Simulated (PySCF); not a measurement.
Species: C7H12.
InChI=1S/C7H12/c1-5-7(4)6(2)3/h5-6H,1,4H2,2-3H3

Method: TDDFT wB97X-D/def2-SVPD, vertical, gas phase, core orbitals frozen in the response in PySCF. Isolated species at its PBE0-D3(BJ)/def2-SVP geometry (one conformer only). Torsions of this conformer, `[CH2:1]=[CH:2][C:3](=[CH2:4])[CH:5]([CH3:6])[CH3:7]`: C1–C2–C3–C4 -176°, C2–C3–C5–C6 -158°.

Broadening: Gaussians 0.3 eV wide at half height, area fixed by f = 4.319×10⁻⁹ ∫ε dν̃. The width is an assumption, not a result. The curve ends short of the highest state used, and states not computed would add to its high-energy end.

```json
{"E (eV)": "5.32", "ε (L mol⁻¹ cm⁻¹)": "85"}
{"E (eV)": "5.38", "ε (L mol⁻¹ cm⁻¹)": "407"}
{"E (eV)": "5.44", "ε (L mol⁻¹ cm⁻¹)": "1560"}
{"E (eV)": "5.50", "ε (L mol⁻¹ cm⁻¹)": "4791"}
{"E (eV)": "5.56", "ε (L mol⁻¹ cm⁻¹)": "11790"}
{"E (eV)": "5.61", "ε (L mol⁻¹ cm⁻¹)": "21079"}
{"E (eV)": "5.67", "ε (L mol⁻¹ cm⁻¹)": "34543"}
{"E (eV)": "5.73", "ε (L mol⁻¹ cm⁻¹)": "45344"}
{"E (eV)": "5.79", "ε (L mol⁻¹ cm⁻¹)": "47682"}
{"E (eV)": "5.85", "ε (L mol⁻¹ cm⁻¹)": "40166"}
{"E (eV)": "5.90", "ε (L mol⁻¹ cm⁻¹)": "29390"}
{"E (eV)": "5.96", "ε (L mol⁻¹ cm⁻¹)": "16485"}
{"E (eV)": "6.02", "ε (L mol⁻¹ cm⁻¹)": "7407"}
{"E (eV)": "6.08", "ε (L mol⁻¹ cm⁻¹)": "2666"}
{"E (eV)": "6.14", "ε (L mol⁻¹ cm⁻¹)": "769"}
{"E (eV)": "6.20", "ε (L mol⁻¹ cm⁻¹)": "178"}
{"E (eV)": "6.25", "ε (L mol⁻¹ cm⁻¹)": "44"}
{"E (eV)": "6.31", "ε (L mol⁻¹ cm⁻¹)": "7"}
{"E (eV)": "6.37", "ε (L mol⁻¹ cm⁻¹)": "1"}
{"E (eV)": "6.43", "ε (L mol⁻¹ cm⁻¹)": "0"}
{"E (eV)": "6.49", "ε (L mol⁻¹ cm⁻¹)": "1"}
{"E (eV)": "6.54", "ε (L mol⁻¹ cm⁻¹)": "2"}
{"E (eV)": "6.60", "ε (L mol⁻¹ cm⁻¹)": "7"}
{"E (eV)": "6.66", "ε (L mol⁻¹ cm⁻¹)": "22"}
{"E (eV)": "6.72", "ε (L mol⁻¹ cm⁻¹)": "57"}
{"E (eV)": "6.78", "ε (L mol⁻¹ cm⁻¹)": "121"}
{"E (eV)": "6.84", "ε (L mol⁻¹ cm⁻¹)": "211"}
{"E (eV)": "6.89", "ε (L mol⁻¹ cm⁻¹)": "290"}
{"E (eV)": "6.95", "ε (L mol⁻¹ cm⁻¹)": "359"}
{"E (eV)": "7.01", "ε (L mol⁻¹ cm⁻¹)": "384"}
{"E (eV)": "7.07", "ε (L mol⁻¹ cm⁻¹)": "390"}
{"E (eV)": "7.13", "ε (L mol⁻¹ cm⁻¹)": "447"}
{"E (eV)": "7.18", "ε (L mol⁻¹ cm⁻¹)": "611"}
{"E (eV)": "7.24", "ε (L mol⁻¹ cm⁻¹)": "1084"}
{"E (eV)": "7.30", "ε (L mol⁻¹ cm⁻¹)": "2035"}
{"E (eV)": "7.36", "ε (L mol⁻¹ cm⁻¹)": "3554"}
{"E (eV)": "7.42", "ε (L mol⁻¹ cm⁻¹)": "5423"}
{"E (eV)": "7.47", "ε (L mol⁻¹ cm⁻¹)": "6825"}
{"E (eV)": "7.53", "ε (L mol⁻¹ cm⁻¹)": "7743"}
{"E (eV)": "7.59", "ε (L mol⁻¹ cm⁻¹)": "7564"}
{"E (eV)": "7.65", "ε (L mol⁻¹ cm⁻¹)": "6613"}
{"E (eV)": "7.71", "ε (L mol⁻¹ cm⁻¹)": "5493"}
{"E (eV)": "7.77", "ε (L mol⁻¹ cm⁻¹)": "4530"}
{"E (eV)": "7.82", "ε (L mol⁻¹ cm⁻¹)": "3792"}
```

**Question.** Where are the band maxima, and which computed states make them?

**Answer.** 215 nm (5.77 eV), ε about 48000, made up of S1 (100%); 164 nm (7.55 eV), ε about 7800, made up of S5 (24%) and S6 (68%) (ε in L mol⁻¹ cm⁻¹; maxima over ε = 5, shares over 10%). The states used: S1 5.77 eV (f 0.535); S2 6.89 eV (f 0.0005); S3 6.98 eV (f 0.0034); S4 7.24 eV (f 0.0029); S5 7.46 eV (f 0.026); S6 7.56 eV (f 0.059); S7 7.69 eV (f 0.0065); S8 7.81 eV (f 0.031); S9 8.33 eV (f 0.0003); S10 8.42 eV (f 0.0092).

**Question.** What would ε be at 5.77 eV, the highest of these maxima, with half the width (0.15 eV)?

**Answer.** About 96000 L mol⁻¹ cm⁻¹ against 48100, a factor of about 2.00; a lone state at its own centre would give exactly 2.

**Question.** On this curve, what absorbance would a 10⁻³ mol/L sample give at 222 nm over a 1 cm path?

**Answer.** 222 nm is 5.585 eV, where ε is about 16000 L mol⁻¹ cm⁻¹, so A = ε c l ≈ 16 (Beer–Lambert, with the gas-phase spectrum and the assumed width).

All these states lie below the vertical ionisation energy of 8.58 eV (ΔSCF).
